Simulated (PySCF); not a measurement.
Vertical excitations of a molecule C₄H₁₀O from TDDFT-CAM-B3LYP/def2-SVPD (PySCF), as energy in eV (oscillator strength): 7.24 (0.017), 7.94 (0.008), 8.01 (0.016), 8.23 (0.054), 8.67 (0.006), 8.92 (0.019), 9.06 (0.001), 9.27 (0.031), 9.35 (0.058), 9.39 (0.017). Lowest triplet (TDA): 7.08 eV. The structure is a stationary point at PBE0-D3(BJ)/def2-SVP. Other conformers were not sampled.

**Question.** Pick the molecule that these values belong to.
A. CC(C)(C)O
B. CCCCO
C. CCCOC
D. CCOCC

**Answer.** D, CCOCC
